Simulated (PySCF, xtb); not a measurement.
IrO4, SMILES [O]=[Ir+]1(=[O])[O][O]1, charge +1, multiplicity 1.

Harmonic wavenumbers (cm⁻¹) from GFN2-xTB (xtb 6.7.1) at its own minimum, in rising order: 131, 245, 283, 346, 499, 563, 875, 923, 1278.

Problem. What does B3LYP-D3(BJ)/def2-SVP in PySCF give at its own minimum? (Estimate from the structure and the level; the computed values follow.)

Solution. 211, 243, 278, 344, 550, 624, 1004, 1022, 1039. Paired by order, the mean absolute difference is 74 cm⁻¹ and the zero-point energies are 7.4 and 7.6 kcal/mol.
